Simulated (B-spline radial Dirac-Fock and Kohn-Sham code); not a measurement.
## Electron momentum distribution of Xe²⁵⁺: Compton profiles

System: Xe²⁵⁺, 1s2 2s2 2p6 3s2 3p6 3d10 4s1.

The run's input, task.json:

```json
{"items": [{
  "Z": 54,
  "q": 25,
  "cfg": [[1, 0, 2], [2, 0, 2], [2, 1, 6], [3, 0, 2], [3, 1, 6], [3, 2, 10], [4, 0, 1]],
  "A": 132,
  "rrms": 4.7859,
  "do": ["scatter"],
  "s": [0.0, 0.06, 0.08, 0.1, 0.12, 0.16, 0.2, 0.25, 0.31, 0.38, 0.48, 0.6, 0.75, 0.94, 1.18, 1.48, 1.85, 2.31, 2.9, 3.63, 4.54, 5.68, 7.11],
  "pz": [0, 0.1, 0.2, 0.3, 0.4, 0.5, 0.6, 0.8, 1.0, 1.2, 1.4, 1.6, 1.8, 2.0, 2.5, 3.0, 4.0, 5.0, 7.0, 10.0, 15.0, 20.0, 30.0, 40.0, 60.0, 100.0],
  "hv_scatter": [1000, 2000, 5000, 8047.8, 17479.3, 100000, 500000, 1000000]
}]}
```

Command: `python xray_run.py task.json out`

These are calculated numbers from a B-spline atomic structure program; the model is the impulse approximation on configuration-average Dirac-Fock orbitals. pz is in atomic units of momentum; subshell profiles are per electron, for a selection of subshells; open shells are spread over both j values by their weights.

```csv
pz,J total,J 2p1/2,J 3p1/2,J 3d5/2,J 4s1/2
1.4,1.563,0.0265,0.0709,0.0492,0.131
1.6,1.534,0.0265,0.0707,0.0492,0.113
1.8,1.505,0.0265,0.0704,0.0492,0.0956
2,1.476,0.0265,0.0700,0.0492,0.0800
2.5,1.408,0.0265,0.0685,0.0491,0.0503
3,1.345,0.0264,0.0662,0.0489,0.0340
4,1.225,0.0263,0.0589,0.0479,0.0266
5,1.092,0.0261,0.0487,0.0457,0.0252
7,0.8037,0.0252,0.0266,0.0373,0.0107
10,0.4774,0.0226,0.00732,0.0215,0.00260
15,0.2185,0.0160,0.00247,0.00610,0.00169
20,0.1133,0.00976,0.00223,0.00160,0.000420
30,0.03935,0.00297,0.000833,0.000135,7.48e-05
40,0.01730,0.000893,0.000246,1.66e-05,6.49e-05
60,0.004751,0.000110,2.83e-05,< 1e-6,2.29e-05
100,0.0006733,5.62e-06,1.36e-06,< 1e-6,2.82e-06
```

Question: What is the peak value J(0), and which subshell contributes most to it?

Answer: J(0) = 1.682. The 3d5/2 subshell gives the largest part, 18 %.

Mean momentum ⟨p⟩ by subshell (a.u.): 1s1/2 50.3, 2s1/2 17.9, 2p1/2 23.9, 2p3/2 22.5, 3s1/2 8.92, 3p1/2 10.6, 3p3/2 10.3, 3d3/2 12.2, 3d5/2 12.1, 4s1/2 5.26.
